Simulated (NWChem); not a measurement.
Molecule: C2H4FInO; SMILES C=[CH][In]([OH])[F]

```xyz
9

In     0.0159    -0.2461     0.0000
F      1.3135    -1.7142     0.0000
C      0.7070     1.7625     0.0000
C     -0.1104     2.8198     0.0000
H      1.7918     1.9183     0.0000
H      0.2800     3.8455     0.0000
H     -1.2025     2.7316     0.0000
O     -1.8178    -1.0196     0.0000
H     -2.5071    -0.3460     0.0000
```
Atoms are numbered in this order, from 1.

All runs: NWChem. The geometry was optimised at PBE0/def2-SVP. No frequency run checked for a minimum. def2 effective core potentials on In; no spin-orbit coupling. Level MN15/def2-SVP: energy and gradient on several grids; changes count from the extra-fine grid, which is no exact limit either.

```json
[
 {"grid": "xcoarse", "size of the energy change (μHa)": "50000", "largest change of a gradient component (μHa/bohr)": "10000"},
 {"grid": "coarse", "size of the energy change (μHa)": "700", "largest change of a gradient component (μHa/bohr)": "1000"},
 {"grid": "medium", "size of the energy change (μHa)": "20", "largest change of a gradient component (μHa/bohr)": "100"},
 {"grid": "fine", "size of the energy change (μHa)": "< 10", "largest change of a gradient component (μHa/bohr)": "< 30"},
 {"grid": "xfine", "size of the energy change (μHa)": "< 10", "largest change of a gradient component (μHa/bohr)": "< 30"}
]
```
